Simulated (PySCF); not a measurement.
C5H10SSi.
Atom-mapped SMILES: `[SiH3:1][S:2][C@:3]12[CH2:4][C@H:5]([CH2:6]1)[CH2:7]2` (hydrogens: H8, H9, H10 on Si1; H11, H12 on C4; H13 on C5; H14, H15 on C6; H16, H17 on C7)

The same species was optimised twice, with GFN2-xTB and with PBE0-D3(BJ)/def2-SVP (PySCF), and the same property calculations (PySCF, gas phase) were run on both structures.

```json
{"coordinate": "C3–C7 (Å)", "GFN2-xTB": "1.539", "PBE0-D3(BJ)/def2-SVP": "1.547", "change": "+0.008"}
{"coordinate": "C3–C6 (Å)", "GFN2-xTB": "1.539", "PBE0-D3(BJ)/def2-SVP": "1.547", "change": "+0.008"}
{"coordinate": "C5–C7 (Å)", "GFN2-xTB": "1.537", "PBE0-D3(BJ)/def2-SVP": "1.544", "change": "+0.007"}
{"coordinate": "C4–C5 (Å)", "GFN2-xTB": "1.537", "PBE0-D3(BJ)/def2-SVP": "1.545", "change": "+0.008"}
{"coordinate": "C5–C6 (Å)", "GFN2-xTB": "1.537", "PBE0-D3(BJ)/def2-SVP": "1.544", "change": "+0.007"}
{"coordinate": "C3–C4 (Å)", "GFN2-xTB": "1.536", "PBE0-D3(BJ)/def2-SVP": "1.543", "change": "+0.007"}
{"coordinate": "S2–C3 (Å)", "GFN2-xTB": "1.800", "PBE0-D3(BJ)/def2-SVP": "1.803", "change": "+0.003"}
{"coordinate": "Si1–S2 (Å)", "GFN2-xTB": "2.140", "PBE0-D3(BJ)/def2-SVP": "2.140", "change": "0.000"}
{"coordinate": "S2–C3–C4 (°)", "GFN2-xTB": "125.0", "PBE0-D3(BJ)/def2-SVP": "123.1", "change": "-1.9"}
{"coordinate": "Si1–S2–C3 (°)", "GFN2-xTB": "100.7", "PBE0-D3(BJ)/def2-SVP": "99.6", "change": "-1.1"}
{"coordinate": "S2–C3–C7 (°)", "GFN2-xTB": "127.8", "PBE0-D3(BJ)/def2-SVP": "128.7", "change": "+0.9"}
{"coordinate": "S2–C3–C6 (°)", "GFN2-xTB": "127.8", "PBE0-D3(BJ)/def2-SVP": "128.6", "change": "+0.8"}
{"coordinate": "C6–C5–C7 (°)", "GFN2-xTB": "87.8", "PBE0-D3(BJ)/def2-SVP": "88.0", "change": "+0.2"}
{"coordinate": "C6–C3–C7 (°)", "GFN2-xTB": "87.7", "PBE0-D3(BJ)/def2-SVP": "87.8", "change": "+0.1"}
{"coordinate": "C4–C5–C7 (°)", "GFN2-xTB": "87.7", "PBE0-D3(BJ)/def2-SVP": "87.7", "change": "0.0"}
{"coordinate": "C4–C5–C6 (°)", "GFN2-xTB": "87.7", "PBE0-D3(BJ)/def2-SVP": "87.7", "change": "0.0"}
{"coordinate": "Si1–S2–C3–C4 (°)", "GFN2-xTB": "180", "PBE0-D3(BJ)/def2-SVP": "-179", "change": "+1"}
```

Rotational constants: A = 3801, B = 1213, C = 1089 MHz (GFN2-xTB) against A = 3744, B = 1210, C = 1085 MHz (PBE0-D3(BJ)/def2-SVP).

On the GFN2-xTB structure: lowest singlet, TDDFT (eV) 5.74 [CAM-B3LYP/def2-SVPD]; lowest triplet, Tamm–Dancoff (eV) 5.41 [CAM-B3LYP/def2-SVPD]; isotropic polarisability (au) 100.9 [CAM-B3LYP/def2-SVPD]; HOMO (eV) -8.04 [CAM-B3LYP/def2-SVPD]; LUMO (eV) 0.98 [CAM-B3LYP/def2-SVPD]; dipole (D) 1.75 [CAM-B3LYP/def2-SVPD]; HOMO (eV) -6.75 [PBE0/pcSseg-1]; LUMO (eV) 0.33 [PBE0/pcSseg-1]; dipole (D) 1.79 [PBE0/pcSseg-1]; GIAO shielding of Si1 (ppm) 411.4 [PBE0/pcSseg-1]; GIAO shielding of S2 (ppm) 639.9 [PBE0/pcSseg-1]; GIAO shielding of C3 (ppm) 143.1 [PBE0/pcSseg-1]; GIAO shielding of C4/C6/C7 (mean) (ppm) 131.6 [PBE0/pcSseg-1]; GIAO shielding of C5 (ppm) 159.1 [PBE0/pcSseg-1].

Problem. What do these properties become on the PBE0-D3(BJ)/def2-SVP structure?

Solution. 
| property | level | on GFN2-xTB | on PBE0-D3(BJ)/def2-SVP | change |
| --- | --- | --- | --- | --- |
| lowest singlet, TDDFT (eV) | CAM-B3LYP/def2-SVPD | 5.74 | 5.71 | -0.03 |
| lowest triplet, Tamm–Dancoff (eV) | CAM-B3LYP/def2-SVPD | 5.41 | 5.35 | -0.06 |
| isotropic polarisability (au) | CAM-B3LYP/def2-SVPD | 100.9 | 103.1 | +2.2 |
| HOMO (eV) | CAM-B3LYP/def2-SVPD | -8.04 | -8.17 | -0.13 |
| LUMO (eV) | CAM-B3LYP/def2-SVPD | 0.98 | 0.96 | -0.02 |
| dipole (D) | CAM-B3LYP/def2-SVPD | 1.75 | 1.73 | -0.02 |
| energy, GFN2-xTB geometry as zero (kcal/mol) | CAM-B3LYP/def2-SVPD | 0.0 | -1.5 | -1.5 |
| HOMO (eV) | PBE0/pcSseg-1 | -6.75 | -6.89 | -0.14 |
| LUMO (eV) | PBE0/pcSseg-1 | 0.33 | 0.32 | -0.01 |
| dipole (D) | PBE0/pcSseg-1 | 1.79 | 1.76 | -0.03 |
| energy, GFN2-xTB geometry as zero (kcal/mol) | PBE0/pcSseg-1 | 0.0 | -1.6 | -1.6 |
| GIAO shielding of Si1 (ppm) | PBE0/pcSseg-1 | 411.4 | 407.9 | -3.5 |
| GIAO shielding of S2 (ppm) | PBE0/pcSseg-1 | 639.9 | 632.4 | -7.5 |
| GIAO shielding of C3 (ppm) | PBE0/pcSseg-1 | 143.1 | 141.4 | -1.7 |
| GIAO shielding of C4/C6/C7 (mean) (ppm) | PBE0/pcSseg-1 | 131.6 | 128.6 | -3.0 |
| GIAO shielding of C5 (ppm) | PBE0/pcSseg-1 | 159.1 | 156.3 | -2.8 |

The heavy atoms differ by 0.017 Å rms after alignment. Among bonds between heavy atoms C3–C4, C3–C6, C3–C7, C4–C5, C5–C6 and C5–C7 change most and about equally (+0.007 to +0.008 Å). Changes are differences of the printed values. Neither structure is proved a minimum here.

The values belong to the conformer `[SiH3:1][S:2][C@:3]12[CH2:4][C@H:5]([CH2:6]1)[CH2:7]2`: Si1–S2–C3–C4 -179°.
